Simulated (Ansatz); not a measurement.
`[F][Al]([F])[Cl]` + NH₃ → `[NH2][Al]([F])[F]` + HCl at 298.15 K and 1 bar (ligand exchange at the Al–Cl bond).

Calculated with Ansatz (gas phase, PBE0-D4/def2-TZVP geometries, no zero-point term in ΔE). CCSD(T)/CBS is the MP2 limit (def2-TZVPP, def2-QZVPP) plus CCSD(T) − MP2 in def2-TZVPP, frozen cores. This one scheme is used for every species. Each species was taken in one conformer, which may not be the lowest.

```
            species  CCSD(T)/CBS energy (Eh)  H − E (kJ/mol)  S (J/(mol·K))
 `[F][Al]([F])[Cl]`               -901.60711            32.7          298.8
                NH₃                -56.50880           100.5          192.4
`[NH2][Al]([F])[F]`               -497.71159            98.0          299.0
                HCl               -460.38127            26.6          186.8
```

H − E and S are ideal-gas, rigid-rotor, harmonic terms from PBE0-D4/def2-TZVP, for one conformer and one mirror image of each species. 1 Eh = 2625.50 kJ/mol, R = 8.31446 J/(mol·K).

Q: By hand: ΔE, ΔH, ΔS and ΔG.

A: ΔE = (-497.71159) + (-460.38127) − (-901.60711) − (-56.50880) = 0.02305 Eh = 60.5 kJ/mol. Δ(H − E) = 98.0 + 26.6 − 32.7 − 100.5 = -8.6, so ΔH = 51.9 kJ/mol. ΔS = 299.0 + 186.8 − 298.8 − 192.4 = -5.4 J/(mol·K). ΔG = 51.9 − 298.15 × (-5.4)/1000 = 53.5 kJ/mol.

Q: By hand: the equilibrium constant, and the temperature at which ΔG would vanish if ΔH and ΔS stayed fixed.

A: log₁₀ K = −ΔG/(RT ln 10) = -9.4. ΔH and −TΔS have one sign here, so there is no such temperature.

The number of gas molecules stays the same, so ΔS is small and ΔH decides. A doubt of 5 kJ/mol in ΔE shifts log₁₀ K by 0.9 here. Other conformers and mirror images would add mixing entropy, several J/(mol·K) or more a flexible species. These are equilibria of isolated gas molecules and say nothing of rates. Largest T1 diagnostic: 0.012 (customary marks: 0.02 for closed shells, 0.045 for open ones).

ΔS is within the doubt of such terms, so its sign, and with it that verdict, could turn.
